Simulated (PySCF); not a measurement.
# [Re2]− at several levels of theory

Computed with PySCF 2.14.0 (density fitting, no spin-orbit coupling) at the geometry relaxed with PBE:

```xyz
2
[Re2]− (doublet)
Re    0.0000    0.0000    1.0369
Re    0.0000    0.0000   -1.0369
```

```csv
level,basis,state,HOMO (eV),gap (eV),charge on Re1 (e),dipole about the centre of mass (D),largest force component (eV/Å)
PBE,Re def2-SVP with ECP60,doublet,1.18,0.30,-0.50,0.00,0.00
r2SCAN,the same,doublet,0.75,0.80,-0.50,0.00,0.86
TPSSh,the same,doublet,0.63,1.31,-0.50,0.00,0.73
PBE0,the same,doublet,0.27,2.02,-0.50,0.00,1.89
PBE,Re def2-TZVP with ECP60,doublet,1.10,0.30,-0.50,0.00,0.17
PBE,Re x2c-SVPall,doublet,1.03,0.26,-0.50,0.00,0.28
```

HOMO and gap are taken over both spins. Charges are Mulliken's, which hang on the basis. The relaxation used the grid (50, 194), these runs (75, 302) or, all-electron (x2c bases, spin-free X2C Hamiltonian), (99, 590).

(1) What does M06-L with Re def2-SVP with ECP60 give here?

Open shells may have lower solutions than the one found.

The highest filled level of some runs lies above zero, as often for anions with such functionals and bases.

A gap near or under zero over both spins lies within a partly filled shell and is no excitation energy.

Answers

(1) state doublet, HOMO (eV) 0.96, gap (eV) 0.54, charge on Re1 (e) -0.50, dipole about the centre of mass (D) 0.00, largest force component (eV/Å) 0.59. Time: 2.6 s on 2 threads of AMD EPYC 9R45 96-Core Processor (Zen 5), with other jobs on the host, from an already converged density.
